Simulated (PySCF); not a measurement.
## Working with the constants of OsN

TPSS constants of OsN, doublet, unpaired electrons δ ↑, a mixture of terms (⟨Lz²⟩ = 6.7) (Os x2c-TZVPPall, N x2c-TZVPPall; spin-free X2C with a Gaussian nucleus (PySCF 2.14); masses 191.9615 and 14.0031 u):

- ωe: 1219.2 cm⁻¹
- ωexe: 4.78 cm⁻¹
- Be: 0.50302 cm⁻¹
- αe: 0.00246 cm⁻¹

Task: What force constant and bond length do these constants imply?

Result: Reduced mass μred = 13.051 u; k = 5.8918×10⁻⁷·μred·ωe² (u, cm⁻¹, mdyn/Å) = 11.4 mdyn/Å; Re = √(16.8576/(μred·Be)) (u, cm⁻¹, Å) = 1.602 Å.

Task: Estimate the centrifugal constant D from the Kratzer relation and find the Dunham coefficient a1.

Result: D = 4Be³/ωe² = 3.43e-07 cm⁻¹; a1 = −1 − αeωe/(6Be²) = -2.98.

De is left out where the level can put another filling of the metal’s s and d shells below the measured ground configuration, by anything from nothing to about 1 eV. Spin–orbit coupling is left out, which matters for elements this heavy, above all for dissociation energies. With d or f electrons several states lie close, and the lowest PBE0 determinant need not be the measured ground state.
